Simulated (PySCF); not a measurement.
**Spectroscopy problems**

Method: geometry: GFN2-xTB, σ from GIAO-PBE0/pcSseg-1, in PySCF 2.14.0 with density-fitted response routines (in vacuum, one computed conformer, no relativistic terms, rapidly exchanging positions averaged).

References, each an isolated molecule treated in the same way: TMS for ¹H (σref 31.72) and ¹³C (σref 186.93). Splittings of carbon signals by F and P are missing where no couplings were computed. Where no couplings were computed, multiplicities follow the n + 1 count of equivalent neighbours, and m marks all less simple cases (inequivalent or close neighbours, rings, F or P nearby). Shifts are as computed. Against solution values, carbons near 30 ppm lie about +3 ppm off and those near 130 ppm about +5 ppm; carbons on Cl a further +6 ppm. Of 1309 compounds with measured shifts, 239 miss one by over three times the rms of a fit or turn the order of signals round; such compounds aren't used in these exercises. Carbons bonded to Cl come out too deshielded.

Question: C$_{6}$H$_{5}$ClF$_{2}$. ¹H NMR (400 MHz, computed): δ 7.09 (m, 1H), 6.98 (m, 1H), 6.75 (m, 1H), 3.37 (m, 2H). ¹³C{¹H} NMR (computed): δ 150.4 (C), 147.1 (CH), 141.1 (CH), 138.6 (CH), 138.6 (C), 44.7 (CH2). What is it?

Answer: `C1=CC=C(C(F)(F)Cl)C1`. Rings plus π bonds: 3 (1 ring in the answer). 6 carbon signals for 6 carbons: no two carbons are equivalent. Carbon types of the structure: 2 × C, 3 × CH, 1 × CH2, which accounts for all hydrogens. δC 150.4: fully substituted alkene carbon; an sp2 carbon of a C=C bond. δC 147.1, 141.1, 138.6: alkene CH; an sp2 carbon of a C=C bond. δC 138.6: allylic fully substituted sp3 carbon bonded to Cl and 2 F; 3 electronegative neighbours deshield it. δC 44.7: allylic sp3 CH2; saturated and bonded to C and H only.

This is the structure that produced the data.

Question: C$_{5}$H$_{11}$FO$_{3}$Si. ¹H NMR (600 MHz, computed): δ 4.83 (m, 1H), 4.01 (s, 3H), 3.69 (s, 3H), 3.41 (m, 1H), 2.34 (s, 3H). ¹³C{¹H} NMR (computed): δ 214.5, 88.3, 60.8, 53.5, 31.4. Identify the compound.

Answer: SMILES CO[C@@H](C(C)=O)[Si@H](F)OC. Rings plus π bonds: 1 (no ring in the answer). 5 carbon signals for 5 carbons: no two carbons are equivalent. Carbon types of the structure: 1 × C, 1 × CH, 3 × CH3, leaving 1 H on heteroatoms. δC 214.5: ketone carbonyl carbon; the double bond to the heteroatom, with no lone-pair donor beside it, deshields it most. δC 88.3: sp3 CH bonded to O and Si, α to a carbonyl; deshielded by the electronegative neighbour. δC 60.8, 53.5: methyl carbon bonded to O; deshielded by the electronegative neighbour. δC 31.4: methyl carbon α to a carbonyl; α to the electron-withdrawing carbonyl group.

This is the structure that produced the data.

Question: C$_{4}$H$_{8}$F$_{2}$Si$_{3}$. ¹H NMR (300 MHz, computed): δ 6.73 (m, 1H), 5.24 (m, 2H), 4.65 (m, 2H), 2.20 (s, 3H). ¹³C{¹H} NMR (computed): δ 106.1, 90.9, 86.5, 6.1. What is it?

Answer: SMILES [Si@H]1(F)[SiH2][C@@](C#CC)(F)[SiH2]1. Rings plus π bonds: 3 (1 ring in the answer). 4 carbon signals for 4 carbons: no two carbons are equivalent. Carbon types of the structure: 3 × C, 1 × CH3, leaving 5 H on heteroatoms. δC 106.1, 86.5: alkyne carbon. δC 90.9: propargylic fully substituted sp3 carbon bonded to F and 2 Si; pulled downfield by the heteroatom. δC 6.1: propargylic methyl carbon; a saturated carbon with 1 carbon neighbour and no heteroatom attached. δH 6.73: hydrogen on a silicon bonded to F, 2 Si, in a 4-membered ring.

The shifts were computed for this structure.
